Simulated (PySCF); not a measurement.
Gas-phase reaction: ZrI4 + 2 O → ZrO2 + 2 I2

Energies from PySCF, thermal terms from the rigid-rotor harmonic-oscillator model, ideal gas at 1 bar. † marks an energy on the PBE0/def2-TZVP geometry and frequencies; other levels use their own. MP2 freezes the core. Open shells (unrestricted): O (multiplicity 3); the rest are closed-shell singlets. Spin-orbit splitting is ignored; it lowers the true energy and changes the entropy of O. I, Zr: scalar-relativistic def2 core potential, no spin-orbit coupling. MP2 isn't extrapolated to the basis-set limit.

PBE0/def2-TZVP gives ΔH°(298 K) = -271 kJ.

Q: What do ωB97X-V/def2-TZVP†, MP2/def2-TZVPP†, PBE0/def2-QZVP† give?

A: ωB97X-V/def2-TZVP†: -280 kJ; MP2/def2-TZVPP†: -274 kJ; PBE0/def2-QZVP†: -283 kJ. For scale, ΔH°(298 K) is -271 kJ at this level, -277 kJ at ωB97M-V/def2-TZVP†, and runs from -506 to 251 kJ over the 16 levels computed († marks an energy on the PBE0/def2-TZVP geometry).
